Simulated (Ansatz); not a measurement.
`C1O[SiH2]O1` and `NC1O[SiH2]O1` differ in one atom or group.

Ansatz, PBE0-D4/def2-TZVP geometries, multiplicity 1. Each molecule was computed in one conformer, which needn't be the lowest.

| property | `C1O[SiH2]O1` |
| --- | --- |
| HOMO energy (PBE/def2-TZVPP) / eV | -6.51 |
| HOMO energy (B3LYP/def2-TZVPP) / eV | -7.82 |
| LUMO energy (PBE0/def2-TZVPP) / eV | -0.54 |
| HOMO–LUMO gap (PBE/def2-TZVPP) / eV | 5.04 |
| size of the dipole moment (ωB97M-V/def2-TZVPP) / D | 0.29 |
| HOMO–LUMO gap (PBE0/def2-TZVPP) / eV | 7.47 |

(1) What does the change do to each property? (Estimate.)

Answers

(1) Ansatz gave: 
```json
{"property": "HOMO energy (PBE/def2-TZVPP) / eV", "`NC1O[SiH2]O1`": "-6.37", "shift": "0.14"}
{"property": "HOMO energy (B3LYP/def2-TZVPP) / eV", "`NC1O[SiH2]O1`": "-7.61", "shift": "0.21"}
{"property": "LUMO energy (PBE0/def2-TZVPP) / eV", "`NC1O[SiH2]O1`": "-0.34", "shift": "0.20"}
{"property": "HOMO–LUMO gap (PBE/def2-TZVPP) / eV", "`NC1O[SiH2]O1`": "5.13", "shift": "0.09"}
{"property": "size of the dipole moment (ωB97M-V/def2-TZVPP) / D", "`NC1O[SiH2]O1`": "1.10", "shift": "0.81"}
{"property": "HOMO–LUMO gap (PBE0/def2-TZVPP) / eV", "`NC1O[SiH2]O1`": "7.52", "shift": "0.05"}
```

With PBE0 the HOMO rises by 0.15 eV and the LUMO rises by 0.20 eV, so the gap widens by about 0.05 eV. PBE moves the HOMO by 0.14 eV and ωB97M-V by 0.08 eV. Dipoles are sizes alone; their direction can turn.

B3LYP here is the variant with VWN-RPA as its local correlation; programs differ in this.
